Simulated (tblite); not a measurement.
C5H6FO (doublet state).
Geometry (GFN2-xTB, Å), atoms numbered from 1 in this order:
```xyz
13
C5H6FO angstrom
F     -0.9462    1.9767    0.5964
C     -0.0921    1.2174   -0.2699
C     -0.8482    0.1004   -0.8594
C     -0.7807   -1.2410   -0.2504
O      0.4559   -1.5876    0.3469
C      1.2517   -0.5791    0.7468
C      1.0771    0.7175    0.5117
H      0.2045    1.9596   -1.0249
H     -1.6543    0.3051   -1.5409
H     -1.5594   -1.3274    0.5370
H     -0.9940   -2.0228   -0.9899
H      2.1073   -0.9609    1.2858
H      1.7741    1.4425    0.8929
```

Computed geometry: GFN2-xTB, gas phase. This method treats the open shell by occupation alone, without spin polarisation.

Take the most abundant isotopes and a rigid rotor. The values belong to one conformer with, in the numbering `[F:1][C@@H:2]1[CH:3][CH2:4][O:5][CH:6]=[CH:7]1`, F1–C2–C3–C4 -96°, C2–C3–C4–O5 -33°, C3–C4–O5–C6 24°, C4–O5–C6–C7 -8°.

Question: What are A, B and C (MHz)?

Answer: Ia = 106.54, Ib = 200.52, Ic = 271.00 u·Å²; 505379 MHz·u·Å²/I gives A = 4743, B = 2520, C = 1865 MHz.

Question: What kind of rotor is it?

Answer: An asymmetric top: κ = (2 × 2520 − 4743 − 1865)/(4743 − 1865) = -0.54.

Question: Is it planar, by Δ = Ic − Ia − Ib?

Answer: Not planar: Δ = Ic − Ia − Ib = -36.06 u·Å². For a rigid frame Δ = −2 Σ m c², so Σ m c² = 18.03 u·Å² lies off the ab plane: 4.35 from hydrogen and 13.67 from heavier atoms. The atom farthest from that plane is 1.40 Å away.

Question: List the rotational levels J(Ka,Kc) to J = 3 (MHz).

Answer: Above 0(0,0):
J = 1: 1(0,1) 4385, 1(1,1) 6608, 1(1,0) 7264
J = 2: 2(0,2) 13031, 2(1,2) 14723, 2(1,1) 16690, 2(2,1) 23359, 2(2,0) 23484
J = 3: 3(0,3) 25714, 3(1,3) 26824, 3(1,2) 30742, 3(2,2) 36515, 3(2,1) 37112, 3(3,1) 49341, 3(3,0) 49356

For this open shell read J as N, the rotation without spin; fine and hyperfine splittings come on top. Its GFN2-xTB frequencies are all real (lowest 49 cm⁻¹). Constants of a rigid frame at the computed geometry: no zero-point averaging, no centrifugal distortion.
